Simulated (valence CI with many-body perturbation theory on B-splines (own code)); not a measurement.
**Ru22+: M1 decay**

Level of theory: relativistic CI+MBPT: four valence electrons over a frozen Dirac-Fock core [Ar], radial functions for each j: 9 s, 9 p, 10 d, 8 f, 5 g, 3 h, 1 i, with the one-electron correlation potential Σ1, the two-electron term Σ2, the three-electron term Σ3, Breit, model QED; selected CI, second order for the rest (own B-spline code, finite nucleus).

No measured levels were compared; by estimate terms of the open shell hold to 2 to 4 % of their energy, and close levels can change places. Core correlation moves these levels by up to 9700 cm⁻¹, and in measured spectra 5 to 20 % of such shifts remained as error; rates that hang on mixing are uncertain with them. Only levels of the ground parity were solved; by the run's estimate the other parity begins above the list, which can be wrong where configurations are misplaced.

Lines 51 to 100 of 120 in falling wavelength, among levels below 452470 cm⁻¹, chosen from the decays that carry over 1 % of a level's rate. Wavelengths and rates use the calculated energies, so an error of 3000 cm⁻¹ moves a line at 165.4 nm by 5 % and its rate by three times that or more. S is in atomic units (e²a₀⁴ for E2 and M2, e²a₀⁶ for E3), for M1 in squared Bohr magnetons. Weak lines are less certain than strong ones. Lines between different terms over intervals too small for the method are left out, as are lines whose strength nearly cancels.

Names give the largest LS component (configuration and term), which can be under half, so a name can repeat, a term be missing and a line seem to break the LS rules; names also repeat where a configuration has a term twice. Letters in brackets count levels of one name in rising energy.

```
λ vac (nm)         Upper         Lower  Type   A (s⁻¹)  S (a.u.)
     165.4      3d⁴ ³H_5      3d⁴ ⁵D_4    M1  1.35e+02  2.48e-01
     159.7  3d⁴ ¹G_4 [a]      3d⁴ ³G_4    M1  7.78e+02  1.06e+00
     158.4  3d⁴ ³F_3 [b]  3d⁴ ¹G_4 [a]    M1  5.89e+02  6.07e-01
     151.4  3d⁴ ³P_0 [a]      3d⁴ ⁵D_1    M1  5.59e+03  7.19e-01
     150.8  3d⁴ ¹D_2 [a]  3d⁴ ³P_2 [a]    M1  6.31e+02  4.01e-01
     150.4      3d⁴ ³G_3      3d⁴ ⁵D_3    M1  9.84e+02  8.69e-01
     147.6      3d⁴ ¹F_3  3d⁴ ³F_3 [a]    M1  1.07e+02  8.90e-02
     145.7  3d⁴ ³P_2 [c]  3d⁴ ³P_2 [b]    M1  7.74e+02  4.43e-01
     141.8      3d⁴ ³G_5      3d⁴ ³H_4    M1  2.59e+01  3.01e-02
     141.6  3d⁴ ³F_2 [a]      3d⁴ ⁵D_3    M1  2.59e+01  1.37e-02
     133.7      3d⁴ ¹F_3  3d⁴ ³F_4 [a]    M1  1.35e+02  8.35e-02
     131.8      3d⁴ ¹F_3  3d⁴ ³P_2 [a]    M1  4.20e+02  2.50e-01
     127.3      3d⁴ ³G_3      3d⁴ ⁵D_2    M1  5.52e+02  2.96e-01
     124.3      3d⁴ ³G_4      3d⁴ ⁵D_4    M1  4.38e+02  2.81e-01
     123.7  3d⁴ ¹S_0 [a]  3d⁴ ³P_1 [a]    M1  4.95e+03  3.47e-01
     122.6  3d⁴ ³F_2 [b]      3d⁴ ³D_1    M1  8.40e+02  2.87e-01
     122.1  3d⁴ ³P_1 [a]      3d⁴ ⁵D_2    M1  3.56e+03  7.19e-01
     121.5      3d⁴ ¹F_3      3d⁴ ³G_4    M1  3.26e+02  1.51e-01
     121.2  3d⁴ ³F_4 [b]      3d⁴ ³G_5    M1  5.42e+02  3.22e-01
     121.1  3d⁴ ¹G_4 [a]      3d⁴ ³H_5    M1  3.35e+02  1.99e-01
     121.0  3d⁴ ³F_2 [a]      3d⁴ ⁵D_2    M1  1.02e+03  3.36e-01
     117.0  3d⁴ ¹G_4 [a]      3d⁴ ³G_3    M1  4.77e+01  2.55e-02
     113.7  3d⁴ ³F_4 [a]      3d⁴ ⁵D_4    M1  7.30e+02  3.58e-01
     112.5  3d⁴ ³F_4 [b]      3d⁴ ³D_3    M1  1.44e+03  6.85e-01
     112.1  3d⁴ ³F_2 [b]  3d⁴ ³P_2 [b]    M1  7.96e+02  2.08e-01
     112.0      3d⁴ ³G_4      3d⁴ ⁵D_3    M1  1.30e+02  6.07e-02
     110.2      3d⁴ ³D_1  3d⁴ ³P_0 [a]    M1  1.60e+03  2.39e-01
     109.3  3d⁴ ¹D_2 [a]  3d⁴ ³F_2 [a]    M1  2.90e+02  7.01e-02
     108.4  3d⁴ ¹D_2 [a]  3d⁴ ³P_1 [a]    M1  5.40e+02  1.28e-01
     105.2  3d⁴ ³F_3 [a]      3d⁴ ⁵D_4    M1  8.23e+02  2.49e-01
     104.6  3d⁴ ¹D_2 [a]      3d⁴ ³G_3    M1  1.03e+03  2.17e-01
     104.4  3d⁴ ³P_2 [a]      3d⁴ ⁵D_3    M1  4.23e+02  8.91e-02
     103.3  3d⁴ ³F_4 [a]      3d⁴ ⁵D_3    M1  5.70e+02  2.09e-01
     102.9  3d⁴ ³F_2 [a]      3d⁴ ⁵D_1    M1  1.11e+03  2.25e-01
     102.8  3d⁴ ³F_4 [b]  3d⁴ ³F_3 [a]    M1  1.30e+02  4.70e-02
     100.5  3d⁴ ³F_2 [b]      3d⁴ ³D_3    M1  1.76e+02  3.31e-02
     96.72      3d⁴ ³D_3      3d⁴ ⁵D_4    M1  5.32e+02  1.25e-01
     96.34  3d⁴ ¹G_4 [a]      3d⁴ ³H_4    M1  1.44e+02  4.30e-02
     96.24  3d⁴ ³F_3 [a]      3d⁴ ⁵D_3    M1  3.06e+02  7.07e-02
     95.86  3d⁴ ³F_4 [b]  3d⁴ ³F_4 [a]    M1  5.32e+02  1.56e-01
     95.09      3d⁴ ¹F_3      3d⁴ ³G_3    M1  4.74e+02  1.06e-01
     92.73  3d⁴ ³F_2 [b]  3d⁴ ³F_3 [a]    M1  2.16e+03  3.19e-01
     91.10      3d⁴ ³G_5      3d⁴ ⁵D_4    M1  1.05e+02  3.25e-02
     89.41  3d⁴ ³F_4 [b]      3d⁴ ³G_4    M1  1.71e+03  4.09e-01
     89.07      3d⁴ ³D_3      3d⁴ ⁵D_3    M1  6.62e+02  1.21e-01
     86.24  3d⁴ ³F_3 [a]      3d⁴ ⁵D_2    M1  4.17e+01  6.94e-03
     86.23  3d⁴ ³F_2 [b]  3d⁴ ³P_2 [a]    M1  2.21e+02  2.63e-02
     84.58  3d⁴ ³F_3 [b]  3d⁴ ³F_4 [a]    M1  3.37e+02  5.29e-02
     82.43  3d⁴ ³P_2 [c]  3d⁴ ³P_1 [a]    M1  4.83e+02  5.01e-02
     81.71  3d⁴ ³P_2 [a]      3d⁴ ⁵D_1    M1  2.28e+02  2.30e-02
```
